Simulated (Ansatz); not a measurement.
A single point on `CC(C)[O][Ge][F]`.

```yaml
crystal:
  periodic: [false, false, false]
  atoms:
    - {symbol: C, position_ang: [-0.831899, -1.039698, 0.701890]}
    - {symbol: C, position_ang: [0.224299, -0.059813, 0.234668]}
    - {symbol: C, position_ang: [1.004882, -0.576681, -0.956010]}
    - {symbol: O, position_ang: [-0.413562, 1.157102, -0.131778]}
    - {symbol: Ge, position_ang: [-0.039965, 2.684172, 0.687712]}
    - {symbol: F, position_ang: [-1.145550, 3.656992, -0.259880]}
    - {symbol: H, position_ang: [-1.554630, -1.218424, -0.097659]}
    - {symbol: H, position_ang: [-0.378228, -1.993278, 0.982196]}
    - {symbol: H, position_ang: [-1.370452, -0.646108, 1.566338]}
    - {symbol: H, position_ang: [0.928393, 0.119368, 1.064767]}
    - {symbol: H, position_ang: [1.499827, -1.520174, -0.714083]}
    - {symbol: H, position_ang: [0.331463, -0.741975, -1.800254]}
    - {symbol: H, position_ang: [1.765924, 0.143619, -1.263109]}
basis:
  gaussian: {orbitals: def2-QZVPP}
correlation: {method: mp2}
```

```sh
$ ansatz run in.yaml --threads 8 --pin off --events-out ev --progress --plain --max-ram 18278MiB
```

It prints (some lines left out):

```
Functional definition: HF
  name "HF"
  cite "Fock, Z. Phys. 61, 126 (1930) doi:10.1007/BF01340294"
  parent pbe
  exchange = exact_x
  correlation = 0
3581 factors; integrals over basis functions are off by at most 7.4e-4 eV
mean field evaluation 1: about -64418.7595 eV, gradient 5.5e1 eV
mean field evaluation 2: about -64418.9184 eV, gradient 5.5e1 eV
mean field evaluation 4: about -64425.3468 eV, gradient 6.1e0 eV
mean field evaluation 8: about -64425.4628 eV, gradient 5.8e-1 eV
mean field -64425.46387430 eV, -2367.5921282327 hartree, gradient 2.8e-6 eV, S^2 0.000000; 0 other end points of the search recorded, 0 dependent functions left out
14 core orbitals not correlated: weight in the atoms' cores, before any rotation towards them, 1.000 or more for the frozen orbitals, at most 0.000 for the correlated occupied ones
reference -64425.46387430 eV, -2367.5921282327 hartree; 23, 23 occupied and 547, 547 virtual orbitals, 3581 factors
second order -43.10049273 eV of doubles, -0.00000000 eV of singles
Total energy: -64468.56436703 eV, -2369.1760421259 hartree
```

It took 31 s on 8 threads of an Arm Neoverse V1 on a shared host, with 5.1 GiB of host memory at the peak.
